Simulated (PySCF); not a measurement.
Computed shifts of a molecule C₃H₁₂N₂Si, PBE/pcSseg-1 run with PySCF, GIAO, gas phase, atoms alike by connectivity averaged where their shifts nearly agree, in ppm (number of nuclei): ¹³C: 44.1 (1), 33.8 (1), 25.3 (1). ¹⁵N: 62.3 (1), 39.0 (1). ²⁹Si: -29.0 (1). ¹H: 5.40 (2), 3.39 (1), 3.16 (1), 3.05 (3), 1.32 (3), 0.41 (1), 0.18 (1). References: ¹³C against TMS (σ = 182.0 ppm); ¹⁵N against NH3 (σ = 267.0 ppm); ²⁹Si against TMS (σ = 335.4 ppm); ¹H against TMS (σ = 31.49 ppm), references at their B3LYP-D3(BJ)/def2-TZVP geometries, non-relativistic. The structure is a stationary point at r2SCAN-D4/def2-SVP. The values are those of a single conformer.

Question: Identify the compound among the candidates.
(A) CNC[Si@H](C)N
(B) CCN[SiH2]NC
(C) CN(C)C[SiH2]N
(D) CN[C@@H](C)[SiH2]N

Answer: B, CCN[SiH2]NC
